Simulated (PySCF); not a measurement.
C3H5BF2, SMILES FB1CC[C@@H]1F. Atoms are numbered in the order given.

```xyz
11

F      1.2019     1.3939     0.7626
B      0.6539     0.5245    -0.0801
C     -0.0842     0.7219    -1.4643
C     -1.0906    -0.2978    -0.8271
C     -0.0167    -0.8915     0.1531
F     -0.4398    -1.3159     1.3959
H     -0.4714     1.7213    -1.7395
H      0.4364     0.2842    -2.3394
H     -1.5773    -1.0217    -1.5118
H     -1.8770     0.2204    -0.2413
H      0.5109    -1.7257    -0.3644
```
Charge 0, spin multiplicity 1.

Geometry optimised at PBE-D3(BJ)/def2-SVP. The structure was generated by enumeration; whether it is a known compound was not checked.

Level of theory: PySCF with B3LYP/pcSseg-1.

GIAO shieldings, no solvent; atoms listed in one row are averaged. δ = σ(ref) − σ: ¹⁹F against CFCl3 (σ = 161.7 ppm); ¹¹B against BF3 (σ = 86.3 ppm); ¹³C against TMS (σ = 181.3 ppm); ¹H against TMS (σ = 31.68 ppm), references at their B3LYP-D3(BJ)/def2-TZVP geometries, non-relativistic.

**Question.** Estimate the chemical shifts. (An estimate is asked for; the answer gives what the named calculation found.)

**Answer.** 
```csv
nucleus,atoms,count,δ (ppm)
¹⁹F,F1,1,-45.4
¹⁹F,F6,1,-228.0
¹¹B,B2,1,40.3
¹³C,C5,1,95.8
¹³C,C4,1,23.8
¹³C,C3,1,18.1
¹H,H11,1,5.31
¹H,H9,1,3.05
¹H,H10,1,1.84
¹H,H7,1,1.77
¹H,H8,1,1.46
```
